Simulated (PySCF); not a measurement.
Compound: C5H10NO (doublet state).
Z-matrix (Å and degrees, GFN2-xTB geometry), rows numbered from 1:
```
C 
N   1  1.4376
C   2  1.3732  1  121.90
O   3  1.2313  2  120.81  1    -0.17
C   3  1.4405  2  116.39  1   179.81
C   5  1.4806  3  117.82  2   179.62
C   5  1.4879  3  123.27  2    -0.40
H   1  1.0892  2  107.04  3     0.16
H   1  1.0929  2  111.04  3   119.44
H   1  1.0931  2  111.06  3  -119.18
H   2  1.0045  1  117.87  3   179.82
H   6  1.0871  5  109.45  3     2.67
H   6  1.0925  5  110.87  3   123.67
H   6  1.0933  5  110.72  3  -117.72
H   7  1.0876  5  110.19  3   179.43
H   7  1.0934  5  111.33  3   -60.60
H   7  1.0931  5  111.49  3    59.35
```

The hyperfine couplings belong to this conformer and change with its torsions.

As a line formula: `CNC(=O)[C](C)C` [radical].

Method: UKS B3LYP, pcH-1 on C H N O, non-relativistic, mean-field spin-orbit, GIAO in PySCF 2.14.0. Isolated species at its GFN2-xTB geometry (one conformer only). The geometry wasn't refined by DFT: couplings that depend on bond lengths, twists or pyramidal angles can differ widely from those at the functional's own minimum. Stability of the SCF solution: not tested.

Problem. Match the computed a_iso(13C) values +75.0, -36.4, -28.8, -3.1 MHz (means over equivalent nuclei) with the sites C1; C3; C5; C6/C7.

Solution. 
| site | a_iso (MHz) | ρ(0) (bohr⁻³) | position | distance from C5 (Å) | spin population | largest \|T\| (MHz) |
| --- | --- | --- | --- | --- | --- | --- |
| C1 | -3.1 | -0.0027 | 3 bonds from C5 | 3.74 | -0.01 | 0.6 |
| C3 | -36.4 | -0.0323 | 1 bond from C5 | 1.44 | -0.06 | 4.5 |
| C5 | +75.0 | +0.0667 | largest spin population | 0.00 | +0.85 | 140.8 |
| C6/C7 | -28.8 | -0.0257 | 1 bond from C5 | 1.48 | -0.07 | 2.1 |

Problem. Match the computed a_iso(1H) values +62.9, +7.4, -4.0 MHz (means over equivalent nuclei) with the sites H8/H9/H10; H11; H12 (×6).

Solution. 
```
     site  a_iso (MHz)  ρ(0) (bohr⁻³)            position  distance from C5 (Å)  bound to  spin population there  largest |T| (MHz)
H8/H9/H10         +7.4        +0.0017     4 bonds from C5                  4.21        C1                  -0.01                2.4
      H11         -4.0        -0.0009  γ, 3 bonds from C5                  2.55        N2                  +0.05                4.4
 H12 (×6)        +62.9        +0.0141  β, 2 bonds from C5                  2.13     C6/C7                  -0.07                7.8
```

ρ(0) is the spin density at the nucleus and T the dipolar tensor; entries for several nuclei are means. The largest Mulliken spin populations are on C5 (+0.85), O4 (+0.14), C6 (-0.07) and C7 (-0.07). The positive populations add up to 1.21 and the negative ones to -0.21, together 2S = 1. The angles at C5 add up to 360.0°, so it is planar.

Means are taken over nuclei equivalent by connectivity, which assumes that they swap fast. The six 1H nuclei of mean +62.9 MHz run from 2.2 to 104.9 MHz in the frozen geometry. The three 1H nuclei of mean +7.4 MHz run from 0.4 to 11.0 MHz in the frozen geometry.
